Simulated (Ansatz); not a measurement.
The cluster Sn2Se⁺, relaxed as a doublet with UKS r2SCAN-D4/def2-TZVP in Ansatz, starting from the GFN2-xTB geometry. Force threshold 0.02 eV/Å.

In the def2 sets Sn takes a core potential; there is no spin–orbit coupling. The relaxation made no stability test and no search for a lower SCF solution. The structure comes from a short search, and lower isomers may exist.

Start:

```xyz
3

Sn    1.528    0.636   -0.313
Sn   -1.154   -0.727   -0.989
Se   -0.374    0.091    1.302
```

```csv
step,energy (eV),largest force component (eV/Å),SCF passes
1,-77012.2174,0.236,20
2,-77012.2213,0.169,25
3,-77012.2276,0.140,22
4,-77012.2292,0.003,26
```

Force components are those of the run's own axes.

End:

Cartesian coordinates in Å:
```
Sn 1.5606 0.6564 -0.2872
Sn -1.1955 -0.7449 -0.9822
Se -0.3651 0.0885 1.2693
```

By distances, no bond broke or formed. The bond that changes most is Sn1–Se3, from 2.55 to 2.54 Å (atoms count from 1).

No frequencies were taken in this run, so the end may be a saddle point.

Hardware: 4 threads of Arm Neoverse V2 on a shared host. Wall time 14 s.
